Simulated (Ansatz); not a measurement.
Cost and result for the atomization energy of C₂H₇FSi₂ (`F[SiH2]/C=C/[SiH3]`) (12 atoms, 11 bonds).

```xyz
12

F     0.149   -2.681    1.010
Si    1.264   -1.902    0.166
C     0.621   -0.207   -0.213
C    -0.581    0.222    0.187
Si   -1.247    1.924   -0.183
H     2.502   -1.845    0.984
H     1.524   -2.676   -1.074
H     1.256    0.469   -0.789
H    -1.205   -0.463    0.762
H    -2.513    1.831   -0.959
H    -0.232    2.673   -0.971
H    -1.538    2.655    1.079
```

Total charge 0; spin multiplicity 1. All single points use the PBE0-D4/def2-TZVP geometry. It is one conformer, not always the lowest. Program: Ansatz. All runs use 4 threads of an AMD EPYC 9R45 on a shared host. Times are those of one run each, without the atoms' runs, and a repeat can differ threefold. Electronic energies, without spin–orbit coupling; frozen cores. CCSD(T)/CBS adds CCSD(T) − MP2 in def2-TZVPP to the MP2 limit, and its time is that of the two runs behind it. T1 = 0.012. B3LYP takes the VWN-RPA correlation (the form of Gaussian; ORCA's B3LYP/G).

CCSD(T)/CBS is a level of theory with its own doubt, some kJ/mol a heavy atom from the limit and from the frozen cores, so smaller differences don't rank the functionals.

| level | functions | atomization (kcal/mol) | difference from CCSD(T)/CBS | per bond |
| --- | --- | --- | --- | --- |
| CCSD(T)/def2-SVP | 113 | 981.7 | -61.9 | -5.6 |
| BLYP-D4/def2-TZVPP | 275 | 1035.4 | -8.2 | -0.7 |
| B97M-V/def2-TZVPP | 275 | 1044.5 | 0.9 | 0.1 |
| r2SCAN-D4/def2-TZVPP (with forces) | 275 | 1042.2 | -1.4 | -0.1 |
| CAM-B3LYP-D4/def2-TZVPP | 275 | 1046.0 | 2.4 | 0.2 |
| CCSD(T)/def2-TZVPP | 275 | 1017.6 | -26.0 | -2.4 |
| BHLYP-D4/def2-TZVPP | 275 | 1020.9 | -22.7 | -2.1 |
| revPBE-D4/def2-TZVPP | 275 | 1026.8 | -16.8 | -1.5 |
| B2PLYP/def2-TZVPP | 275 | 1030.8 | -12.8 | -1.2 |
| CCSD(T)/CBS(def2) | – | 1043.6 | 0.0 | 0.0 |
| MP2/def2-QZVPP | 521 | 1043.6 | 0.0 | 0.0 |
| B3LYP-D4/def2-TZVPP (with forces) | 275 | 1041.1 | -2.5 | -0.2 |
| PBE-QIDH/def2-TZVPP | 275 | 1032.8 | -10.8 | -1.0 |

Order the runs by time, with rough figures. (Best estimate.)

The calculation gave: revPBE-D4/def2-TZVPP 0.95 s; BLYP-D4/def2-TZVPP 0.95 s; BHLYP-D4/def2-TZVPP 1.5 s; CAM-B3LYP-D4/def2-TZVPP 1.7 s; r2SCAN-D4/def2-TZVPP (with forces) 1.9 s; CCSD(T)/def2-SVP 1.9 s; B3LYP-D4/def2-TZVPP (with forces) 2.1 s; B2PLYP/def2-TZVPP 2.5 s; PBE-QIDH/def2-TZVPP 2.5 s; B97M-V/def2-TZVPP 3.2 s; MP2/def2-QZVPP 10 s; CCSD(T)/def2-TZVPP 59 s; CCSD(T)/CBS(def2) 69 s.

The D4 term adds +9.7 kcal/mol with B3LYP and +5.1 kcal/mol with PBE0; it sums over pairs of atoms, weighted by their polarisabilities, and B3LYP, whose exchange is more repulsive, gets the larger term. From BLYP to BHLYP (50 % exact exchange), in def2-TZVPP and without D4, the atomization energy moves by −8.8 kcal/mol: exact exchange takes away binding that semilocal exchange gives to molecules. At CCSD(T), def2-SVP lies −61.9 kcal/mol from the extrapolated value and def2-TZVPP −26.1 kcal/mol: correlation converges slowly with the basis, and small sets miss more of it in the bonded molecule than in its fragments.
